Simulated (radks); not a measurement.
The numbers below are computed, except where a source is named.
Neutral rubidium inside a hard spherical wall (all orbitals vanish at R), configuration held at [Kr] 5s1 and not refilled when levels cross. Code: a radial shooting solver on a logarithmic mesh with Libxc functionals. Model: scalar-relativistic Kohn-Sham, LDA (Slater exchange, VWN5 correlation), spin-polarised, spherical densities, finite nucleus; open shells are filled with parallel spins first (spin-orbit coupling, left out, can overturn this in heavy ions); Fermi nuclear charge, rms radius 4.2036 fm. Eigenvalues in eV for spin up, with the zero of energy where the potential of the charges vanishes at infinity; a dash marks a level that is unbound or too diffuse for the functional's potential to be trusted. A positive occupied level is held by the wall or, in an anion where self-interaction has pushed it up, behind a barrier. The pressure on the wall is -dE/dV.

| R (bohr) | E (hartree) | kinetic (hartree) | e(3d) | e(4s) | e(4p) | e(5s) | e(5p, empty) | e(4d, empty) | pressure (GPa) |
|---|---|---|---|---|---|---|---|---|---|
| free | -2977.63861 | 3048.512 | -104.16 | -31.930 | -16.011 | -2.548 | -0.899 | -0.112 | 0 |
| 15 | -2977.63852 | 3048.513 | -104.14 | -31.917 | -15.998 | -2.539 | -0.850 | -0.025 | 0.000800 |
| 12 | -2977.63758 | 3048.520 | -104.06 | -31.834 | -15.918 | -2.472 | -0.658 | 0.163 | 0.0131 |
| 10 | -2977.63385 | 3048.542 | -103.85 | -31.636 | -15.725 | -2.276 | -0.220 | 0.502 | 0.0831 |
| 6 | -2977.54337 | 3048.879 | -102.17 | -30.086 | -14.258 | 0.908 | 5.074 | 3.228 | 5.03 |
| 5 | -2977.41176 | 3049.351 | -100.72 | -28.896 | -13.129 | 4.751 | 10.590 | 5.464 | 20.0 |
| 4 | -2976.99035 | 3050.931 | -96.954 | -26.069 | -10.280 | 14.989 | 23.851 | 10.508 | 112 |
| 3 | -2975.12929 | 3057.648 | -85.119 | -17.267 | -0.500 | 48.569 | 62.842 | 25.304 | 1010 |
| 1.5 | -2931.39334 | 3179.974 | 8.426 | 115.90 | 147.77 | 468.56 | 493.31 | 198.56 | 123000 |
